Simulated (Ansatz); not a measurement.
CH8Ge2 (`[CH3][GeH2][GeH3]`), 11 atoms. Total charge 0; spin multiplicity 1. Correlated methods include outer-core shells of Ge, which these sets cover unevenly. Scalar relativity is left out up to krypton. All runs use 4 threads of a server CPU on a shared host. Correlated methods freeze the cores.

Question: How many basis functions does each run have, and how long does it take in Ansatz? RKS ωB97M-V/def2-QZVPP energy; RKS ωB97M-V/def2-SVP energy; RKS PBE0-D4/def2-QZVPP energy; RHF-CCSD(T)/def2-TZVPP energy; RKS B2PLYP (frozen core)/def2-TZVPP energy; RKS LC-ωPBE/def2-TZVPP energy; direct RPA on PBE orbitals/def2-TZVPP energy; RKS PBE0-D4/def2-SVP energy; RKS PBE0-D4/def2-TZVP relaxation (4 steps); RHF-MP2/def2-QZVPP energy; RHF-CCSD(T)/def2-SVP energy; RKS PBE0-D4/def2-TZVP frequencies. (An estimate is asked.)

Answer: Computed: Other jobs shared the machine, so times are rough.

```
                                level                   job  functions  wall time  peak host memory (GiB)
                 RKS PBE0-D4/def2-SVP                energy        118      1.6 s                    0.27
               RKS LC-ωPBE/def2-TZVPP                energy        239        3 s                    0.45
direct RPA on PBE orbitals/def2-TZVPP                energy        239      5.5 s                    0.53
                 RKS ωB97M-V/def2-SVP                energy        118        6 s                    0.41
  RKS B2PLYP (frozen core)/def2-TZVPP                energy        239        6 s                    0.63
                 RHF-CCSD(T)/def2-SVP                energy        118       10 s                    0.61
               RKS PBE0-D4/def2-QZVPP                energy        475       12 s                       2
                RKS PBE0-D4/def2-TZVP  relaxation (4 steps)        175       17 s                     0.5
               RKS ωB97M-V/def2-QZVPP                energy        475       25 s                     2.4
                   RHF-MP2/def2-QZVPP                energy        475       28 s                     2.9
                RKS PBE0-D4/def2-TZVP           frequencies        175    2.5 min                     0.5
               RHF-CCSD(T)/def2-TZVPP                energy        239    3.4 min                     4.5
```

LC-ωPBE has ω = 0.4 bohr⁻¹.
